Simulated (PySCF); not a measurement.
## How methods differ on the ionisation energy of Ru²⁺

Ru²⁺ [Kr] 4d6 [4d3/2^4 4d5/2^2, M_J = 4] → Ru³⁺ [Kr] 4d5 [4d3/2^4 4d5/2^1, M_J = 5/2], as a difference of total energies. Computed with PySCF 2.14 in x2c-TZVPall-2c, with the two-component X2C-1e Hamiltonian. Correlated levels: [Ar] 3d10 frozen; the 6 highest virtual spinors dropped. "Screened" scales the spin-orbit matrix elements by Boettger's factors to mimic the two-electron term; Breit and QED terms are absent.

Task: Order these methods by the ionisation energy they give, lowest first.
A. GHF (spin-free)
B. GMP2 (screened spin-orbit)
C. GHF (screened spin-orbit)
D. GMP2 (spin-free)

Result: A (26.424 eV), C (26.548 eV), D (27.543 eV), B (27.677 eV).

The spin-free rows relax to the high-spin LS determinant and lack the spin-orbit shift.

Errors of the correlated levels include the incompleteness of this basis and the frozen core.

The labels give the starting determinants; with spin-orbit coupling the two ends relaxed to ⟨J²⟩ = 20.01, ⟨L²⟩ = 6.08, ⟨S²⟩ = 5.97 and ⟨J²⟩ = 8.75, ⟨L²⟩ = 0.02, ⟨S²⟩ = 8.73.

For comparison: 28.47 eV (semi-empirical (NIST evaluation); NIST Atomic Spectra Database, ionization energies).
